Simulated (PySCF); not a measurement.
How methods differ on the ionisation energy of Pr²⁺

Pr²⁺ [Xe] 4f3 [4f5/2^3, M_J = 9/2] → Pr³⁺ [Xe] 4f2 [4f5/2^2, M_J = 4], as a difference of total energies. All numbers are calculated (PySCF 2.14, the two-component X2C-1e Hamiltonian, in x2c-SVPall-2c). Correlated levels: [Ar] 3d10 frozen; the 16 highest virtual spinors dropped. "Screened" scales the spin-orbit matrix elements by Boettger's factors to mimic the two-electron term; Breit and QED terms are absent.

```json
{"method": "GHF (spin-free)", "ionisation energy (eV)": "19.611", "error (eV)": "-2.013"}
{"method": "GMP2 (spin-free)", "ionisation energy (eV)": "20.085", "error (eV)": "-1.539"}
{"method": "GHF (screened spin-orbit)", "ionisation energy (eV)": "19.570", "error (eV)": "-2.054"}
{"method": "GMP2 (screened spin-orbit)", "ionisation energy (eV)": "20.048", "error (eV)": "-1.576"}
```

Reference: 21.624 eV (measured; NIST Atomic Spectra Database, ionization energies).

The spin-free rows relax to the high-spin LS determinant and lack the spin-orbit shift.

Errors of the correlated levels include the incompleteness of this basis and the frozen core.

The labels give the starting determinants; with spin-orbit coupling the two ends relaxed to ⟨J²⟩ = 26.92, ⟨L²⟩ = 41.80, ⟨S²⟩ = 3.74 and ⟨J²⟩ = 20.89, ⟨L²⟩ = 29.72, ⟨S²⟩ = 1.98.

The determinant of Pr²⁺ and of Pr³⁺ mixes levels of different J (the jj label is only the starting occupation), so the difference between spin-free and spin-orbit rows is not the physical spin-orbit shift.
